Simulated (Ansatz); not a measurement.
Start from `[SiH3][SnH]([Cl])[Cl]` and change one atom or group to get `[Cl][SnH]([Cl])[SeH]`.

Ansatz, PBE0-D4/def2-TZVP geometries, multiplicity 1. Each molecule was computed in one conformer, which needn't be the lowest.

Elements past krypton have def2 core potentials. Scalar relativity is left out up to krypton.

| property | `[SiH3][SnH]([Cl])[Cl]` |
| --- | --- |
| HOMO–LUMO gap (PBE/def2-TZVPP) / eV | 4.78 |
| LUMO energy (B3LYP/def2-TZVPP) / eV | -1.69 |
| zero-point energy (PBE0-D4/def2-TZVP) / kJ/mol | 89.1 |
| LUMO energy (PBE0/def2-TZVPP) / eV | -1.42 |
| LUMO energy (PBE/def2-TZVPP) / eV | -2.30 |
| HOMO–LUMO gap (PBE0/def2-TZVPP) / eV | 6.86 |

Q: Give the same properties after the change, and the shifts. (An estimate is asked.)

A: Computed: 
```
                                      property  `[Cl][SnH]([Cl])[SeH]`  shift
           HOMO–LUMO gap (PBE/def2-TZVPP) / eV                    3.59  -1.19
           LUMO energy (B3LYP/def2-TZVPP) / eV                   -2.37  -0.68
zero-point energy (PBE0-D4/def2-TZVP) / kJ/mol                    45.1  -44.0
            LUMO energy (PBE0/def2-TZVPP) / eV                   -2.08  -0.66
             LUMO energy (PBE/def2-TZVPP) / eV                   -2.95  -0.65
          HOMO–LUMO gap (PBE0/def2-TZVPP) / eV                    5.65  -1.21
```

With PBE0 the HOMO rises by 0.55 eV and the LUMO falls by 0.66 eV, so the gap narrows by about 1.21 eV. PBE moves the HOMO by 0.54 eV and ωB97M-V by 0.41 eV. The zero-point energy changes by -44.0 kJ/mol with -6 modes.

B3LYP here is the variant with VWN-RPA as its local correlation; programs differ in this.

Spin–orbit coupling is left out; it splits and shifts lone-pair levels of the heavy atoms by tenths of an eV.
